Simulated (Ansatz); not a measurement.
`[BH2][GeH2][Cl]` + CH₃OH → `C[O][GeH2][Cl]` + BH₃ at 600 K and 1 bar (cleavage of the Ge–B bond).

Computed with Ansatz on PBE0-D4/def2-TZVP structures; ΔE is electronic, products minus reactants. CBS: MP2 limit from def2 TZ/QZ plus the TZ coupled-cluster correction, frozen cores. This one scheme is used for every species. For Ge outer-core shells are correlated without core-valence functions, which leaves a few kJ/mol of doubt a bond. Scalar relativity is left out up to krypton. One conformer a species, not always the lowest.

```
          species  CCSD(T)/CBS energy (Eh)  H − E (kJ/mol)  S (J/(mol·K))
`[BH2][GeH2][Cl]`              -2563.08808           143.6          385.7
            CH₃OH               -115.61712           163.6          277.3
 `C[O][GeH2][Cl]`              -2652.16457           209.1          431.7
              BH₃                -26.55200            91.5          217.3
```

H − E and S are ideal-gas, rigid-rotor, harmonic terms from PBE0-D4/def2-TZVP, for one conformer and one mirror image of each species. 1 Eh = 2625.50 kJ/mol, R = 8.31446 J/(mol·K).

Question: By hand: ΔE, ΔH, ΔS and ΔG.

Answer: ΔE = (-2652.16457) + (-26.55200) − (-2563.08808) − (-115.61712) = -0.01137 Eh = -29.9 kJ/mol. Δ(H − E) = 209.1 + 91.5 − 143.6 − 163.6 = -6.6, so ΔH = -36.5 kJ/mol. ΔS = 431.7 + 217.3 − 385.7 − 277.3 = -14.0 J/(mol·K). ΔG = -36.5 − 600 × (-14.0)/1000 = -28.1 kJ/mol.

Question: By hand: the equilibrium constant, and the temperature at which ΔG would vanish if ΔH and ΔS stayed fixed.

Answer: log₁₀ K = −ΔG/(RT ln 10) = 2.4. ΔG = 0 at ΔH/ΔS = 2607 K, far beyond where these terms or the molecules hold.

The number of gas molecules stays the same, so ΔS is small and ΔH decides. A doubt of 5 kJ/mol in ΔE shifts log₁₀ K by 0.4 here. Other conformers and mirror images would add mixing entropy, several J/(mol·K) or more a flexible species. Modes under 60 cm⁻¹, often nearly free rotors, make the harmonic entropy too high. These are equilibria of isolated gas molecules and say nothing of rates. Largest T1 diagnostic: 0.011 (customary marks: 0.02 for closed shells, 0.045 for open ones).
